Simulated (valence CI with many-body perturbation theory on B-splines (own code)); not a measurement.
## Level structure of Sm¹³⁺

Level of theory: configuration interaction combined with many-body perturbation theory (CI+MBPT): three valence electrons over a frozen Dirac-Fock core [Kr] 4d10, a basis of 7 s, 7 p, 7 d, 7 f, 4 g, 2 h functions for each j, with the one-electron correlation potential Σ1 (screened to all orders), the two-electron term Σ2, the three-electron term Σ3, Breit, model QED; selected single and double excitations, second order for the rest, scaled by the run's own slope (own B-spline code, finite nucleus).

No measured spectrum was set against this ion. As an estimate, terms of the open shell hold to a few per cent of their energy, and close levels can change places; configurations with another count of f electrons can be misplaced by thousands of cm⁻¹.

Levels 136 to 180 of 196, with energies above the lowest level, 4f 5s2 2F°_5/2. "Leading %" is the weight of the configuration and term that name the level; weights of strongly mixed levels are sums over their largest components and can fall short. Lifetimes count E1, E2, E3, M1 and M2 decay at the calculated energies, and are blank where another channel may lead or the interval is too uncertain; long ones can be off by a factor of two.

```tsv
No.	Configuration	Term	J	E (cm⁻¹)	Leading %	Second component	g	Lifetime
136	4f2 5p	2P°	1/2	290900	84	14 % 4f2 5p 4D°	0.602	121 ps
137	4f2 5p	4G°	11/2	291720	82	12 % 4f2 5p 2H°	1.237	83.4 ps
138	4f2 5p	2G°	9/2	292520	62	18 % 4f2 5p 2H°	1.088	84.9 ps
139	4f2 5p	2F°	5/2	292800	35	24 % 4f2 5p 2D°	1.138	88.7 ps
140	4f2 5p	2F°	5/2	295860	69	17 % 4f2 5p 4G°	0.865	86.6 ps
141	4f2 5p	2H°	11/2	296210	70	19 % 4f2 5p 2I°	1.064	84.7 ps
142	4f2 5p	2G°	7/2	296280	47	20 % 4f2 5p 2F°	1.032	85.7 ps
143	4f2 5p	2F°	5/2	299180	55	21 % 4f2 5p 2D°	1.032	87.3 ps
144	4f2 5p	2G°	7/2	302450	47	38 % 4f2 5p 2F°	1.036	83.3 ps
145	4f2 5p	2G°	9/2	304320	77	13 % 4f2 5p 4F°	1.138	82.2 ps
146	4f2 5p	2I°	13/2	307570	52	47 % 4f2 5p 2K°	1.008	90.8 ps
147	4f2 5p	2D°	3/2	307640	44	22 % 4f2 5p 2P°	1.177	87.8 ps
148	4f2 5p	4P°	1/2	308560	52	40 % 4f2 5p 2S°	2.252	95.6 ps
149	4f2 5p	2F°	7/2	310820	76	13 % 4f2 5p 4D°	1.171	82.2 ps
150	4f2 5p	4P°	3/2	312060	45	26 % 4f2 5p 4S°	1.594	86.5 ps
151	4f2 5p	2H°	11/2	315240	65	33 % 4f2 5p 2I°	1.034	86.5 ps
152	4f2 5p	2D°	5/2	315490	66	23 % 4f2 5p 2F°	1.143	81.2 ps
153	4f2 5p	4D°	7/2	317950	79	18 % 4f2 5p 2F°	1.367	83.4 ps
154	4f2 5p	4D°	5/2	319630	41	32 % 4f2 5p 4P°	1.392	82.2 ps
155	4f2 5p	2P°	1/2	320930	89	5 % 4f2 5p 4P°	0.752	108 ps
156	4f2 5p	2K°	15/2	321200	99		1.066	82.5 ps
157	4f2 5p	2D°	3/2	323990	68	16 % 4f2 5p 4D°	0.943	83.6 ps
158	4f2 5p	2D°	5/2	327080	52	43 % 4f2 5p 4P°	1.370	81.7 ps
159	4f2 5p	2H°	9/2	328240	99		0.909	79.1 ps
160	4f2 5p	2P°	3/2	332500	61	19 % 4f2 5p 2D°	1.281	81.9 ps
161	4f2 5p	2P°	1/2	333940	89	7 % 4f2 5p 4D°	0.669	83.0 ps
162	4f2 5p	2P°	3/2	367600	97		1.331	82.5 ps
163	5s 5p2	4P	1/2	371660	82	14 % 5s 5p2 2S	2.498	987 ps
164	4f 5p2	4G°	5/2	396060	40	18 % 4f 5p2 2F°	0.840	75.1 ps
165	4f 5p2	4D°	7/2	404720	25	19 % 4f 5p2 4G°	1.155	73.7 ps
166	5s 5p2	4P	3/2	409680	96		1.706	8.00 ns
167	5s 5p2	4P	5/2	426460	65	33 % 5s 5p2 2D	1.461	1.28 ns
168	4f 5p2	2G°	7/2	437960	58	36 % 4f 5p2 4G°	0.929	73.6 ps
169	4f 5p2	4G°	5/2	438150	43	38 % 4f 5p2 2D°	0.947	51.6 ps
170	4f 5p2	4D°	7/2	444170	46	23 % 4f 5p2 4G°	1.197	55.9 ps
171	4f 5p2	4F°	3/2	444690	38	34 % 4f 5p2 4D°	0.782	50.0 ps
172	4f 5p2	4G°	9/2	445290	49	28 % 4f 5p2 2G°	1.103	75.4 ps
173	4f 5p2	2F°	5/2	447360	62	26 % 4f 5p2 4F°	0.919	93.7 ps
174	4f 5p2	4D°	5/2	449000	50	40 % 4f 5p2 2D°	1.264	59.2 ps
175	4f 5p2	4F°	9/2	450370	43	30 % 4f 5p2 2G°	1.220	56.4 ps
176	4f 5p2	2F°	7/2	452140	48	29 % 4f 5p2 4F°	1.137	76.7 ps
177	4f 5p2	2D°	3/2	453120	41	29 % 4f 5p2 4F°	0.804	72.6 ps
178	5s 5p2	2D	3/2	453930	79	14 % 5s 5p2 2P	0.890	95.9 ps
179	4f 5p2	4D°	1/2	454620	60	36 % 4f 5p2 2P°	0.260	63.2 ps
180	4f 5p2	4G°	11/2	455480	48	48 % 4f 5p2 2H°	1.178	75.1 ps
```

Names give the largest LS component (configuration and term), which can be under half, so a name can repeat, a term be missing and a line seem to break the LS rules; names also repeat where a configuration has a term twice.

Where two levels of one J and parity lie close, their mixing, g and order are uncertain.
